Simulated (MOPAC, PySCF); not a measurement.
H₇BOSi₂, SMILES `OB([SiH3])[SiH3]` (H–O–B–Si torsion 0°), neutral singlet in the gas phase. 

Z-matrix (Å, degrees):
```
B
O 1 1.3538
H 2 0.9629 1 114.39
Si 1 2.0336 2 117.42 3 -179.91
H 4 1.4888 1 113.84 2 -0.86
H 4 1.4915 5 108.60 1 122.15
H 4 1.4916 5 108.58 6 115.84
Si 1 2.0400 2 121.15 3 0.07
H 8 1.4895 1 110.90 2 -120.61
H 8 1.4895 9 107.76 1 121.44
H 8 1.4956 9 108.07 10 116.54
```
Charge 0, spin multiplicity 1.

All levels are single points at this geometry (PBE0-D4/def2-TZVP); Pople sets use spherical d functions. Orbital energies aren't observables, and empty levels follow the basis.

| level | HOMO (eV) | LUMO (eV) | gap (eV) | dipole (D) | vertical IE, Delta-SCF (eV) |
|---|---|---|---|---|---|
| PBE-D3(BJ)/def2-TZVP in PySCF | -6.14 | -2.54 | 3.60 | 1.74 | – |
| PBE0-D4/def2-TZVP in PySCF | -7.29 | -1.61 | 5.68 | 1.72 | – |
| B3LYP/6-311+G** in PySCF | -7.15 | -1.77 | 5.38 | 1.71 | – |
| B3LYP/LANL2DZ in PySCF | -7.22 | -1.47 | 5.75 | 1.94 | – |
| BP86/6-31G* in PySCF | -6.07 | -2.28 | 3.80 | 1.92 | – |
| M06-2X/6-31G* in PySCF | -8.23 | -0.30 | 7.92 | 1.85 | – |
| PBE/6-31G* in PySCF | -5.97 | -2.21 | 3.76 | 1.91 | 8.89 |
| HF/3-21G in PySCF | -9.95 | 2.26 | 12.20 | 1.91 | – |
| HF/6-31G* in PySCF | -9.95 | 2.27 | 12.22 | 1.80 | 8.72 |
| HF/STO-3G in PySCF | -7.60 | 7.48 | 15.08 | 1.61 | – |
| PM3 in MOPAC | -9.13 | 0.28 | 9.42 | 0.91 | – |
| PM6 in MOPAC | -8.45 | -0.77 | 7.69 | 1.25 | – |
| PM7 in MOPAC | -9.71 | -0.68 | 9.04 | 1.28 | – |
